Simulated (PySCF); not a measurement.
Series CXY, Y = methyl, computed as singlets and as triplets. Gas-phase values, no solvent. One relaxed conformer stands for each flexible species; it need not be the lowest. Strings in code marks are SMILES.

Level of theory: PBE-D3(BJ)/def2-TZVP // B3LYP-D3(BJ)/def2-TZVP (PySCF). 

```
species                                                                      highest occupied spin orbital (eV)
---------------------------------------------------------------------------  ----------------------------------
X = hydroxy, multiplicity 1 (`C[C]O` (lower singlet; C–C–O–H torsion 180°))                                   –
X = amino, multiplicity 3 (`C[C]N` (excited triplet))                                                     -3.96
X = boryl, multiplicity 3 (`B[C]C` (excited triplet))                                                     -4.94
X = mercapto, multiplicity 1 (`C[C]S` (lower singlet; C–C–S–H torsion 0°))                                    –
X = isocyano, multiplicity 3 (`[C-]#[N+][C]C` (near-degenerate triplet))                                  -5.22
X = AlH2, multiplicity 3 (`C[C][AlH2]` (lower triplet))                                                   -4.87
```
